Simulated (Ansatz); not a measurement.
Total energies of the cluster SiMo₃ (the lowest singlet isomer of a short search) from Ansatz at PBE0-D4/def2-TZVP, gas phase (1 Eh = 27.2114 eV = 2625.5 kJ/mol). The reference geometry is relaxed at PBE0-D4/def2-SVP.

```xyz
4

Mo   -0.679   -0.832   -0.889
Mo    1.010    0.614   -0.739
Mo    0.642   -0.844    0.906
Si   -0.973    1.061    0.723
```

```
                 state                     geometry  energy (Eh)
      charge 0 singlet                    reference   -493.87428
      charge 1 doublet                    reference   -493.63583
      charge 1 doublet  relaxed at PBE0-D4/def2-SVP   -493.64422
      charge 0 triplet  relaxed at PBE0-D4/def2-SVP   -493.86682
 free Mo atom (septet)                            –    -68.10433
free Si atom (triplet)                            –   -289.24943
```

In the def2 sets Mo takes a core potential; there is no spin–orbit coupling.

Q: Work out the vertical ionisation energy to the doublet.

A: E(charge 1 doublet) − E(charge 0 singlet) = -493.63583 − (-493.87428) = 0.23845 Eh = 6.49 eV. For comparison, −ε of the highest occupied level is 5.01 eV at this level, 1.48 eV less.

Q: How much does the charge 1 doublet relax, and what is the adiabatic ionisation energy?

A: Relaxation: -493.63583 − (-493.64422) = 0.00839 Eh = 0.23 eV. Adiabatic ionisation energy: 0.23006 Eh = 6.26 eV, without zero-point energy. 

Q: Which of the charge 0 states is lowest, and how far above it are the others?

A: The singlet. triplet: -493.86682 − (-493.87428) = 0.00746 Eh = 19.6 kJ/mol.

Q: What is the binding energy per atom against free atoms?

A: Atoms: 3 × (-68.10433) + 1 × (-289.24943) = -493.56242 Eh. Binding: -493.56242 − (-493.87428) = 0.31186 Eh = 8.49 eV, or 2.12 eV for each of 4 atoms (no zero-point energy, no counterpoise term).

At PBE0-D4/def2-TZVP the charge 1 doublet is spin-contaminated (final ⟨S²⟩ up to 0.87, 0.75 for a pure state). At PBE0-D4/def2-TZVP the charge 0 triplet is spin-contaminated (final ⟨S²⟩ up to 2.17, 2.00 for a pure state).  The quintet lies 0.55 eV above the singlet at this level but is left out (at the level of its geometry, ⟨S²⟩ 6.37, where a pure state has 6.00).

The structure comes from a short search, and lower isomers may exist.
